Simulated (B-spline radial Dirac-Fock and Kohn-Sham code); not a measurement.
**4f5/2 photoionisation of Gd⁴⁺ near threshold**

System: gadolinium as Gd⁴⁺, 1s2 2s2 2p6 3s2 3p6 3d10 4s2 4p6 4d10 4f6 5s2 5p6. The computed 4f5/2 threshold is 61.68 eV; without correlation, outer thresholds are uncertain by 1 to 2 eV. With an open shell the threshold is an average over the terms of the final ion.

The computed values come from a radial atomic solver: independent-particle photoionisation in a Dirac-Hartree-Slater potential with a Latter tail, all multipoles, thresholds from Dirac-Fock ΔSCF. Interchannel coupling and autoionising resonances are not included, so magnitudes near threshold are approximate.

Problem. How do σ and β run from threshold to 400 eV kinetic energy?

Solution. The cross section shows no minimum in this range. Its largest value, 1.99 Mb, lies 43 eV above threshold, delayed by the centrifugal barrier of the l+1 channel. β ranges from 0.36 (at 66.9 eV) to 1.31.

| kinetic energy (eV) | σ (Mb) | β |
| --- | --- | --- |
| 1.5 | 1.05 | 1.31 |
| 2.3 | 1.09 | 1.25 |
| 3.7 | 1.14 | 1.16 |
| 5.7 | 1.22 | 1.05 |
| 9.0 | 1.34 | 0.90 |
| 14.0 | 1.51 | 0.73 |
| 21.9 | 1.74 | 0.57 |
| 34.2 | 1.95 | 0.44 |
| 53.5 | 1.99 | 0.36 |
| 83.7 | 1.78 | 0.37 |
| 130.9 | 1.39 | 0.46 |
| 204.6 | 0.877 | 0.61 |
| 319.9 | 0.434 | 0.79 |

Run: 7.2 s of CPU time on 1 thread of Intel(R) Xeon(R) Platinum 8375C CPU @ 2.90GHz (shared host), peak memory 0.40 GiB.
